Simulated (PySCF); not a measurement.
## Complete the spectrum of C3H12N2Si

C₃H₁₂N₂Si.
Numbering: `[CH3:1][NH:2][SiH:3]([CH3:4])[NH:5][CH3:6]` (hydrogens: H7, H8, H9 on C1; H10 on N2; H11 on Si3; H12, H13, H14 on C4; H15 on N5; H16, H17, H18 on C6)

Level of theory: TDDFT CAM-B3LYP/def2-SVPD, vertical, gas phase, core orbitals frozen in the response (PySCF). Geometry: GFN2-xTB, one conformer, isolated molecule. Torsions of this conformer, `[CH3:1][NH:2][SiH:3]([CH3:4])[NH:5][CH3:6]`: C1–N2–Si3–C4 -55°, N2–Si3–N5–C6 177°.

Lowest singlets, with some entries withheld (?).

```
state  λ (nm)       f   main configurations (H = HOMO, L = LUMO)
   S1   203.9       ?      H→L (54%), H-1→L+1 (20%), H→L+2 (12%)
   S2   200.9  0.0046                                          ?
   S3       ?  0.0037                                          ?
   S4   176.8  0.0076  H-1→L+2 (22%), H→L+2 (19%), H-1→L+1 (11%)
   S5   174.1   0.018    H-1→L+2 (44%), H→L+4 (13%), H-1→L (12%)
   S6   172.9       ?      H-1→L (23%), H-1→L+1 (19%), H→L (17%)
   S7       ?       ?                   H→L+4 (51%), H→L+2 (16%)
   S8   162.7   0.019                                          ?
```

(1) Supply the missing values.

(2) Where do the lowest triplets lie (Tamm–Dancoff)?

(3) Which level carries the most intensity, and what share of the listed sum of f?

(4) What is the mean static polarisability from the same response equations?

## Answers

(1) 
- S1: f = 0.0024
- S2: H-1→L (41%), H→L+1 (37%)
- S3: λ = 182.2 nm; H→L+1 (26%), H-1→L+1 (22%), H→L+2 (15%)
- S6: f = 0.044
- S7: λ = 167.6 nm; f = 0.024
- S8: H-1→L+4 (39%), H-1→L+6 (14%), H→L+3 (13%)

(2) T1 5.87 eV, H→L (45%), H-1→L+1 (22%), H→L+2 (13%); T2 5.93 eV, H→L+1 (36%), H-1→L (35%); T3 6.65 eV, H→L+2 (25%), H-1→L+1 (24%), H→L+1 (20%). E(S1) − E(T1) = +0.21 eV.

(3) S6, with f = 0.044 of 0.123, 36%.

(4) 79.1 au (11.73 Å³), with principal values 69.7, 77.0 and 90.7 au.

Without π bonds the low states are Rydberg-like; a valence basis with one diffuse set may place them up to an eV too high.
